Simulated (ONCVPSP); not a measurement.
## Configuration tests for palladium (Pd) (ONCV)

palladium, optimised norm-conserving Vanderbilt (ONCV), made with ONCVPSP 4.0.1 (PBE, scalar-relativistic). Core [Ar] 3d10, reference 4s2 4p6 4d9 5s1. Waves: 4s+5s: rc 1.30 bohr, ncon 4, nbas 7, qcut 9.2 1/bohr, 2 projectors; 4p: rc 1.70 bohr, ncon 4, nbas 7, qcut 7.9 1/bohr, 2 projectors, debl 3.3 Ha; 4d: rc 1.35 bohr, ncon 4, nbas 7, qcut 8 1/bohr, 1 projector. Local part: polynomial inside 1.00 bohr (lpopt 3, dvloc0 4 Ha). Core correction: Teter function, fcfact 3.25, rcfact 1.7.

Energies are relative to the spin-unpolarised reference configuration 4s2 4p6 4d9 5s1; without spin polarisation the order of configurations can differ from experiment.

```
valence configuration  charge  ΔE all-electron (eV)  error AE − PS (meV)
      4s2 4p6 4d9 5s0      +1                 7.615                 -1.6
      4s2 4p6 4d8 5s0      +2                28.433                 -2.3
```

(1) What are ΔE and the potential's error for 4s2 4p6 4d9 5s0 5p1?

(2) What are ΔE and the potential's error for 4s2 4p6 4d10 5s0?

Results:

(1) ΔE = 3.738 eV all-electron; the error (AE − PS) is -0.5 meV.

(2) ΔE = -1.501 eV all-electron; the error (AE − PS) is -2.0 meV.
